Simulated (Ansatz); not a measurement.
Species: Cl4Sn, SMILES `[Cl][Sn]([Cl])([Cl])[Cl]` (charge 0, multiplicity 1).

Give a relaxed geometry from Ansatz (a program for electronic structure) with B3LYP-D3(BJ)/def2-TZVP.

the end point of this relaxation (outside a Z-matrix the atoms follow the SMILES, hydrogens last).
Z-matrix (Å, degrees):
```
Sn
Cl 1 2.3090
Cl 1 2.3090 2 109.47
Cl 1 2.3090 2 109.47 3 -120.00
Cl 1 2.3090 2 109.47 3 120.00
```
